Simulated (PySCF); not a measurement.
ClGeH6NSi, SMILES Cl[Si@H](N)[GeH3]. Geometry optimised at PBE0-D3(BJ)/def2-SVP. The structure was generated by enumeration; whether it is a known compound was not checked. One conformer was computed; it need not be the lowest.

Task: Give the equilibrium geometry at PBE0-D3(BJ)/def2-SVP (PySCF confirms it by a frequency run) as a Z-matrix. (The exact figures need the calculation; the answer reports its results.)

Result: Several could match; the one computed here: 
```
Si
N 1 1.7179
H 2 1.0144 1 119.72
H 2 1.0150 3 110.83 1 -146.07
H 1 1.4883 2 107.49 3 172.78
Cl 1 2.0991 5 105.72 2 -122.73
Ge 1 2.3726 5 114.72 2 121.21
H 7 1.5377 1 110.76 5 66.08
H 7 1.5403 8 109.01 1 122.85
H 7 1.5414 8 108.50 9 117.80
```
Charge 0, spin multiplicity 1.
